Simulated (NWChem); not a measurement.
System: C3H2F4; SMILES FC(F)/C(F)=C\F

NWChem input:

```
start job
memory heap 200 mb stack 900 mb global 1100 mb
geometry units angstroms noautoz
  F     -1.713469    -1.090141    -0.562862
  C     -0.508844    -1.417539    -0.137580
  C      0.457559    -0.530026     0.097082
  F      1.640153    -0.972460     0.529344
  C      0.439029     0.959787    -0.059037
  F      0.493652     1.549408     1.154880
  F     -0.676717     1.365632    -0.681919
  H     -0.346698    -2.488783     0.013308
  H      1.322085     1.293129    -0.635463
end
basis spherical
  * library 6-31g*
end
dft
  xc slater vwn_5
  iterations 150
  vectors input atomic output neutral.movecs
end
task dft energy
charge 1
dft
  odft
  mult 2
  vectors input atomic output cation.movecs
end
task dft energy
```

The geometry was optimised at PBE0/def2-SVP.

Ions are spin-unrestricted doublets at the neutral geometry; other ion states weren't tried.

Q: Give the results of this calculation. (LDA (Slater exchange, VWN5)/6-31G* (spherical d), vertical spin-unrestricted ions.) Quantities: vertical ionisation energy, ΔSCF (eV); −ε(HOMO) (eV).

A: 
```
Quantity                               Value
-------------------------------------  -----
vertical ionisation energy, ΔSCF (eV)  10.02
−ε(HOMO) (eV)                           6.19
```
